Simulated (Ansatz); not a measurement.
Program: Ansatz 0.2.0.

`[OH][InH][S][SiH2]F` at its PBE0-D4/def2-TZVP geometry, where that method's forces vanish. The species carries charge 0 and has multiplicity 1. In takes the def2 core potential.

```tsv
atom	x (Å)	y (Å)	z (Å)
O1	-0.846	-1.964	-1.702
In2	-1.094	-0.104	-1.090
S3	-1.032	-0.040	1.362
Si4	0.906	0.729	1.249
F5	1.288	0.707	-0.345
H6	-0.652	-2.554	-0.969
H7	-1.517	1.187	-2.100
H8	1.028	2.145	1.663
H9	1.918	-0.107	1.931
```

Problem. For each bond, give half the difference of the two atoms' forces along it (eV/Å; positive pushes the atoms apart) under PBE-D4, r2SCAN-D4, B3LYP-D4, ωB97M-V in def2-TZVPP. (An estimate is asked.)

Solution. The calculation gave: 
| bond | length (Å) | PBE-D4 | r2SCAN-D4 | B3LYP-D4 | ωB97M-V |
| --- | --- | --- | --- | --- | --- |
| O1–In2 | 1.973 | 0.32 | 0.12 | 0.24 | 0.06 |
| O1–H6 | 0.961 | 0.42 | 0.05 | -0.02 | -0.06 |
| In2–S3 | 2.454 | 0.13 | 0.05 | 0.18 | -0.03 |
| In2–H7 | 1.693 | -0.06 | -0.09 | -0.12 | -0.09 |
| S3–Si4 | 2.088 | 0.10 | 0.02 | 0.19 | 0.06 |
| Si4–F5 | 1.639 | 0.48 | 0.06 | 0.20 | 0.20 |
| Si4–H8 | 1.480 | 0.04 | -0.02 | -0.15 | -0.17 |
| Si4–H9 | 1.480 | 0.04 | -0.02 | -0.16 | -0.18 |

B3LYP here is the variant with VWN-RPA as its local correlation; programs differ in this.
